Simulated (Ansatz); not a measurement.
`Cc1csc(-c2sc(-c3sccc3C)cc2C)c1`. Charge 0, multiplicity 1. Geometry PBE-D4/def2-SVP.

```
atom   x (Å)   y (Å)   z (Å)
  C1  -4.019  -2.906  -2.197
  C2  -3.019  -2.800  -1.079
  C3  -2.873  -3.732  -0.064
  S4  -1.633  -3.299   1.061
  C5  -1.262  -1.822   0.182
  C6  -0.232  -0.900   0.605
  S7   0.063   0.523  -0.374
  C8   1.337   1.093   0.687
  C9   2.057   2.323   0.449
 S10   3.202   2.873   1.662
 C11   3.621   4.266   0.730
 C12   2.915   4.312  -0.454
 C13   2.016   3.215  -0.634
 C14   1.144   3.057  -1.847
 C15   1.499   0.194   1.741
 C16   0.630  -0.929   1.713
 C17   0.653  -2.009   2.757
 C18  -2.098  -1.719  -0.931
 H19  -4.730  -2.052  -2.184
 H20  -3.519  -2.895  -3.188
 H21  -4.611  -3.839  -2.126
 H22  -3.439  -4.660   0.083
 H23   4.367   4.974   1.111
 H24   3.031   5.117  -1.193
 H25   1.349   3.857  -2.584
 H26   0.064   3.105  -1.591
 H27   1.308   2.081  -2.352
 H28   2.249   0.344   2.531
 H29   1.418  -1.793   3.527
 H30   0.885  -3.002   2.318
 H31  -0.327  -2.109   3.269
 H32  -2.045  -0.870  -1.628
```

Single mean-field runs in def2-TZVP are fitted with def2-universal-jkfit.

Problem. Estimate the orbital energies around the gap (eV) in Ansatz with PBE-D4/def2-SVP, PBE-D4/def2-TZVP, r2SCAN-D4/def2-TZVP, PBE0-D4/def2-SVP, PBE0-D4/def2-TZVP.

Solution. 
```
orbital  PBE-D4/def2-SVP  PBE-D4/def2-TZVP  r2SCAN-D4/def2-TZVP  PBE0-D4/def2-SVP  PBE0-D4/def2-TZVP
 HOMO−9            -8.58             -8.62                -8.98            -10.07             -10.06
 HOMO−8            -8.35             -8.36                -8.67             -9.77              -9.72
 HOMO−7            -8.08             -8.09                -8.39             -9.47              -9.42
 HOMO−6            -7.83             -7.83                -8.12             -9.20              -9.15
 HOMO−5            -7.00             -7.05                -7.30             -8.26              -8.24
 HOMO−4            -6.00             -6.06                -6.29             -7.13              -7.13
 HOMO−3            -5.99             -6.04                -6.26             -7.10              -7.10
 HOMO−2            -5.91             -5.96                -6.17             -7.03              -7.02
 HOMO−1            -5.73             -5.78                -5.96             -6.80              -6.79
   HOMO            -4.47             -4.53                -4.63             -5.32              -5.30
   LUMO            -2.24             -2.34                -2.30             -1.66              -1.72
 LUMO+1            -1.17             -1.33                -1.20             -0.39              -0.51
 LUMO+2            -0.24             -0.51                -0.27              0.68               0.45
 LUMO+3            -0.17             -0.46                -0.23              0.81               0.52
 LUMO+4            -0.04             -0.41                -0.15              0.98               0.62
 LUMO+5             0.20             -0.25                 0.03              1.24               0.78
```
